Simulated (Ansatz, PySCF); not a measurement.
C₃H₉Al, SMILES [CH3][Al]([CH3])[CH3] (connectivity only; charge and spin as stated), charge +1, multiplicity 2. Atoms are numbered in the order given.

```xyz
13

Al    -0.2370     0.0512    -0.1822
C     -1.2987    -1.5561    -0.1198
H     -0.7820    -2.3931    -0.6195
H     -2.2533    -1.3745    -0.6445
H     -1.5209    -1.8626     0.9156
C     -0.0030     1.8564    -0.8544
H      0.8961     1.9365    -1.4864
H      0.0728     2.5897    -0.0356
H     -0.8963     2.0840    -1.4646
C      1.5802    -0.2474     1.1049
H      2.2238     0.6159     0.9079
H      1.8764    -1.2176     0.6832
H      1.0335    -0.2649     2.0585
```
Charge +1, spin multiplicity 2.

Geometry: B3LYP-D3(BJ)/def2-SVP. The spin state was assumed, not searched. The isomer is the one that the SMILES or the coordinates give; other isomers of the formula were not compared.

Two levels are set side by side: PBE-D3(BJ)/def2-SVP (Ansatz, a quantum-chemistry and plane-wave program) and B3LYP-D3(BJ)/def2-SVP (Ansatz). Each level has its own optimised geometry; the coordinates shown are those of the second. Frequencies come from the Hessian of PySCF at each geometry. Differences are taken from unrounded values.

```tsv
quantity	B3LYP-D3(BJ)
mean bond length (Å)	1.336
bond Al1–C2 (Å)	1.927
bond Al1–C6 (Å)	1.940
bond Al1–C10 (Å)	2.247
bond C2–H3 (Å)	1.103
bond C2–H4 (Å)	1.104
bond C2–H5 (Å)	1.102
bond C6–H7 (Å)	1.102
bond C6–H8 (Å)	1.102
bond C6–H9 (Å)	1.105
bond C10–H11 (Å)	1.095
bond C10–H12 (Å)	1.098
bond C10–H13 (Å)	1.099
highest harmonic wavenumber (cm⁻¹)	3248
mean harmonic wavenumber (cm⁻¹)	1370
zero-point energy (kcal/mol)	64.62
```

Q: What does PBE-D3(BJ) give, and how far is it from B3LYP-D3(BJ)? (The exact figures need the calculation; the answer reports its results.)

A: 
```json
[
 {"quantity": "mean bond length (Å)", "PBE-D3(BJ)": "1.333", "PBE-D3(BJ) minus B3LYP-D3(BJ)": "-0.002"},
 {"quantity": "bond Al1–C2 (Å)", "PBE-D3(BJ)": "1.921", "PBE-D3(BJ) minus B3LYP-D3(BJ)": "-0.006"},
 {"quantity": "bond Al1–C6 (Å)", "PBE-D3(BJ)": "2.031", "PBE-D3(BJ) minus B3LYP-D3(BJ)": "0.090"},
 {"quantity": "bond Al1–C10 (Å)", "PBE-D3(BJ)": "2.063", "PBE-D3(BJ) minus B3LYP-D3(BJ)": "-0.184"},
 {"quantity": "bond C2–H3 (Å)", "PBE-D3(BJ)": "1.112", "PBE-D3(BJ) minus B3LYP-D3(BJ)": "0.009"},
 {"quantity": "bond C2–H4 (Å)", "PBE-D3(BJ)": "1.111", "PBE-D3(BJ) minus B3LYP-D3(BJ)": "0.007"},
 {"quantity": "bond C2–H5 (Å)", "PBE-D3(BJ)": "1.110", "PBE-D3(BJ) minus B3LYP-D3(BJ)": "0.007"},
 {"quantity": "bond C6–H7 (Å)", "PBE-D3(BJ)": "1.106", "PBE-D3(BJ) minus B3LYP-D3(BJ)": "0.004"},
 {"quantity": "bond C6–H8 (Å)", "PBE-D3(BJ)": "1.106", "PBE-D3(BJ) minus B3LYP-D3(BJ)": "0.005"},
 {"quantity": "bond C6–H9 (Å)", "PBE-D3(BJ)": "1.115", "PBE-D3(BJ) minus B3LYP-D3(BJ)": "0.010"},
 {"quantity": "bond C10–H11 (Å)", "PBE-D3(BJ)": "1.102", "PBE-D3(BJ) minus B3LYP-D3(BJ)": "0.007"},
 {"quantity": "bond C10–H12 (Å)", "PBE-D3(BJ)": "1.112", "PBE-D3(BJ) minus B3LYP-D3(BJ)": "0.014"},
 {"quantity": "bond C10–H13 (Å)", "PBE-D3(BJ)": "1.112", "PBE-D3(BJ) minus B3LYP-D3(BJ)": "0.012"},
 {"quantity": "highest harmonic wavenumber (cm⁻¹)", "PBE-D3(BJ)": "3172", "PBE-D3(BJ) minus B3LYP-D3(BJ)": "-76"},
 {"quantity": "mean harmonic wavenumber (cm⁻¹)", "PBE-D3(BJ)": "1340", "PBE-D3(BJ) minus B3LYP-D3(BJ)": "-30"},
 {"quantity": "zero-point energy (kcal/mol)", "PBE-D3(BJ)": "63.22", "PBE-D3(BJ) minus B3LYP-D3(BJ)": "-1.40"}
]
```
